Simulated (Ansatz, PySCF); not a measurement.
C3H4O2Si, SMILES O=C1CC(=O)[SiH2]1. Atoms are numbered in the order given.

```xyz
10

O      0.0073    -0.5184    -2.3528
C      0.0065    -0.2753    -1.1783
C      0.0101    -1.2754     0.0000
C      0.0065    -0.2753     1.1783
O      0.0073    -0.5184     2.3528
Si     0.0008     1.3118     0.0000
H     -0.8771    -1.9356     0.0000
H      0.9020    -1.9294     0.0000
H      1.2244     2.1633     0.0000
H     -1.2285     2.1550     0.0000
```

Geometry optimised at B3LYP-D3(BJ)/def2-SVP. This is a generated structure with no PubChem entry under its InChIKey; it may be hypothetical.

Two levels are set side by side: PBE-D3(BJ)/def2-SVP (Ansatz, a quantum-chemistry and plane-wave program) and B3LYP-D3(BJ)/def2-SVP (Ansatz). Each level has its own optimised geometry; the coordinates shown are those of the second. Frequencies come from the Hessian of PySCF at each geometry. Differences are taken from unrounded values.

| quantity | B3LYP-D3(BJ) | PBE-D3(BJ) | PBE-D3(BJ) minus B3LYP-D3(BJ) |
|---|---|---|---|
| mean bond length (Å) | 1.464 | 1.473 | 0.009 |
| bond O1–C2 (Å) | 1.199 | 1.208 | 0.008 |
| bond C2–C3 (Å) | 1.545 | 1.546 | 0.001 |
| bond C2–Si6 (Å) | 1.977 | 1.991 | 0.014 |
| bond C3–C4 (Å) | 1.545 | 1.546 | 0.001 |
| bond C4–O5 (Å) | 1.199 | 1.208 | 0.008 |
| bond C4–Si6 (Å) | 1.977 | 1.991 | 0.014 |
| bond C3–H7 (Å) | 1.106 | 1.114 | 0.008 |
| bond C3–H8 (Å) | 1.106 | 1.114 | 0.008 |
| bond Si6–H9 (Å) | 1.491 | 1.506 | 0.015 |
| bond Si6–H10 (Å) | 1.491 | 1.506 | 0.015 |
| highest harmonic wavenumber (cm⁻¹) | 3080 | 3017 | -64 |
| mean harmonic wavenumber (cm⁻¹) | 1093 | 1051 | -42 |
| zero-point energy (kcal/mol) | 37.50 | 36.07 | -1.44 |

Exact exchange shortens and stiffens bonds; PBE has none. Differences between two approximate levels are no errors against the true value.
